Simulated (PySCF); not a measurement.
**Atomic charges against the basis set**

Species: C₂H₇NOSi.
Atom-mapped SMILES: `[CH3:1][C:2](=[O:3])[NH:4][SiH3:5]` (hydrogens: H6, H7, H8 on C1; H9 on N4; H10, H11, H12 on Si5)

PBE0 throughout (PySCF), one geometry, spherical d and f functions. Isolated species at its PBE0-D3(BJ)/def2-SVP geometry (one conformer only). Atoms taken as equivalent share a column and are averaged. The first 7 of 8 kinds of atom are listed.

Mulliken charges (e):

```tsv
basis	functions	C1	C2	O3	N4	Si5	H6/H7/H8	H9
STO-3G	36	-0.261	+0.214	-0.263	-0.477	+0.663	+0.089	+0.192
6-31G	63	-0.567	+0.566	-0.451	-0.913	+0.732	+0.201	+0.346
pcSseg-0	63	-0.684	+0.592	-0.510	-0.998	+0.685	+0.258	+0.348
6-31G*	88	-0.636	+0.596	-0.466	-0.761	+0.493	+0.208	+0.355
cc-pVDZ	109	-0.062	+0.156	-0.279	-0.310	+0.330	+0.070	+0.108
def2-SVP	109	-0.068	+0.136	-0.283	-0.379	+0.472	+0.069	+0.144
aug-cc-pVDZ	182	+0.339	+0.725	-0.578	-0.465	-0.530	-0.064	-0.120
6-311+G(2d,p)	185	-0.730	+0.681	-0.512	-0.662	+0.630	+0.172	+0.245
def2-TZVP	203	-0.401	+0.316	-0.371	-0.409	+0.266	+0.144	+0.231
cc-pVTZ	252	-0.298	+0.257	-0.338	-0.238	+0.213	+0.114	+0.145
IGLO-III	254	-0.439	+0.399	-0.487	-0.459	+0.845	+0.142	+0.205
```

IAO charges (e):

```tsv
basis	functions	C1	C2	O3	N4	Si5	H6/H7/H8	H9
STO-3G	36	-0.441	+0.216	-0.272	-0.513	+0.735	+0.144	+0.210
6-31G	63	-0.486	+0.403	-0.459	-0.579	+0.577	+0.171	+0.277
pcSseg-0	63	-0.484	+0.395	-0.449	-0.575	+0.579	+0.168	+0.267
6-31G*	88	-0.473	+0.447	-0.476	-0.611	+0.711	+0.163	+0.270
cc-pVDZ	109	-0.473	+0.444	-0.472	-0.606	+0.701	+0.162	+0.271
def2-SVP	109	-0.463	+0.440	-0.472	-0.602	+0.722	+0.159	+0.268
aug-cc-pVDZ	182	-0.481	+0.453	-0.495	-0.617	+0.704	+0.167	+0.280
6-311+G(2d,p)	185	-0.483	+0.455	-0.496	-0.627	+0.739	+0.168	+0.280
def2-TZVP	203	-0.484	+0.458	-0.494	-0.629	+0.748	+0.168	+0.279
cc-pVTZ	252	-0.486	+0.457	-0.491	-0.625	+0.733	+0.168	+0.279
IGLO-III	254	-0.485	+0.456	-0.496	-0.629	+0.747	+0.168	+0.281
```

Some averages cover members that differ in this geometry, most widely: H6/H7/H8, Mulliken in aug-cc-pVDZ -0.129 to -0.026; H6/H7/H8, Mulliken in IGLO-III +0.129 to +0.165 e.

**Question.** Which scheme is steadiest as the basis changes?

**Answer.** Largest range over the bases for any column: IAO 0.24 e, Mulliken 1.38 e. IAO charges move least and Mulliken charges most, counted in e. Without the minimal STO-3G basis the ranges are IAO 0.17, Mulliken 1.38 e.

**Question.** How much do the charges still move between the two largest bases, cc-pVTZ and IGLO-III?

**Answer.** At most, over all atoms: Mulliken 0.632 e, IAO 0.013 e.

**Question.** What do the same runs give for the total energy, the frontier levels and the dipole moment?

**Answer.** 
| basis | energy (Eh) | HOMO (eV) | LUMO (eV) | μ (D) |
| --- | --- | --- | --- | --- |
| STO-3G | -493.4988 | -3.64 | 4.36 | 2.51 |
| 6-31G | -499.4388 | -7.39 | 0.55 | 3.66 |
| pcSseg-0 | -498.7199 | -7.60 | 0.40 | 3.65 |
| 6-31G* | -499.5393 | -7.37 | 0.59 | 3.50 |
| cc-pVDZ | -499.5731 | -7.41 | 0.52 | 3.41 |
| def2-SVP | -499.3208 | -7.52 | 0.44 | 3.51 |
| aug-cc-pVDZ | -499.5909 | -7.67 | -0.41 | 3.50 |
| 6-311+G(2d,p) | -499.6411 | -7.71 | -0.23 | 3.55 |
| def2-TZVP | -499.6602 | -7.67 | 0.23 | 3.55 |
| cc-pVTZ | -499.6546 | -7.62 | 0.28 | 3.49 |
| IGLO-III | -499.6648 | -7.70 | 0.17 | 3.53 |

The dipole is fixed by the density alone, so its range of 1.15 D shows that the density itself changes with the basis, not only its division among atoms.
